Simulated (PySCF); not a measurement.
# UHF on Ta²⁺ (tantalum, charge +2)

Configuration: [Xe] 4f14 5d2 6s1, high-spin 4F determinant (an excited configuration). Calculation: PySCF 2.14, in aug-cc-pwCVTZ-PP with ECP60MDF; scalar relativity through the core potential.

```
Total energy             : -55.985973 hartree
One-electron energy      : -86.9786 hartree
Hartree (Coulomb) energy : 36.6679 hartree
Exchange energy          : -5.6753 hartree
⟨S²⟩                     : 3.7550
⟨L²⟩                     : 12.052
Sum of ⟨r⟩               : 16.93 bohr
Sum of ⟨r²⟩              : 32.23 bohr²
```

```csv
shell,electrons,mean orbital energy (hartree),"rms radius, mean of both spins (bohr)"
5s α,1,-3.89068,1.19
5s β,1,-3.80072,1.19
5p α,3,-2.48323,1.38
5p β,3,-2.35632,1.38
5d α,2,-0.97732,2.06
6s α,1,-0.82862,3.07
```

Energies and moments cover only the electrons outside the core potential. Spin-orbit coupling, absent here, splits the open shell strongly.
